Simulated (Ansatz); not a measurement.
Which is lower?

The two ends of one reaction step of BPH6O3, singlet (PBE0-D4/def2-TZVP).

A:

```
11
angstrom
B -0.1065 0.2122 -1.5016
O -0.3596 0.5497 -2.8033
O 0.8411 -0.7159 -1.2019
O -0.8229 0.8240 -0.5041
H 0.4794 0.7973 2.5184
P 0.4317 -0.5712 2.1621
H 0.1978 0.0615 -3.4130
H 0.9219 -0.8629 -0.2483
H -1.4548 1.4542 -0.8569
H -0.9549 -0.7078 2.4083
H 0.8268 -1.0413 3.4403
```

B:

B1  (-0.964, -0.116, 0.068)
O2  (2.612, 0.496, -0.868)
O3  (-0.240, -0.260, -1.088)
O4  (-2.320, -0.173, 0.131)
H5  (2.517, 1.305, -0.361)
P6  (0.020, 0.331, 1.669)
H7  (1.709, 0.214, -1.055)
H8  (-0.741, -0.420, -1.892)
H9  (-2.779, -0.313, -0.702)
H10  (-0.813, -0.382, 2.564)
H11  (0.999, -0.682, 1.534)
(Å)

Ansatz 0.2.0; basis: def2-TZVPP; cores frozen in the correlated methods. B3LYP uses VWN-RPA correlation.

Task: Which structure is lower at CCSD(T), and by how much? (To be estimated.)

Result: By the calculation: A, by 1.348 eV (electronic energy, against the other). By their contacts, A is a complex of BH₃O₃ ([OH][B]([OH])[OH]) + PH₃ and B is a complex of BPH₄O₂ ([OH][B]([OH])[PH2]) + H₂O.

All methods give the same order:

| method | E(B) − E(A) (eV) |
| --- | --- |
| SPW92 | 1.306 |
| PBE-D4 | 1.218 |
| BLYP-D4 | 1.300 |
| r2SCAN-D4 | 1.336 |
| B97M-V | 1.341 |
| PBE0-D4 | 1.290 |
| B3LYP-D4 | 1.359 |
| r2SCAN0-D4 | 1.376 |
| BHLYP-D4 | 1.448 |
| CAM-B3LYP-D4 | 1.417 |
| wB97X-V | 1.341 |
| wB97M-V | 1.362 |
| B2PLYP | 1.372 |
| PBE-QIDH | 1.345 |
| RPA on PBE | 1.344 |
| HF | 1.581 |
| MP2 | 1.333 |
| CCSD | 1.387 |
| CCSD(T) | 1.348 |

T1 diagnostic: at most 0.013.

Labels in which every atom is bracketed show which atoms are joined, not bond orders.

For scale, one of the runs: CCSD(T)/def2-TZVPP, 250 basis functions, launched by `ansatz run in.yaml --threads 8 --pin off --events-out ev --progress --plain --max-ram 19148MiB`. Hardware: 8 CPU threads of an Arm Neoverse V1, shared host. Wall time 100 s; peak host memory 5.6 GiB.
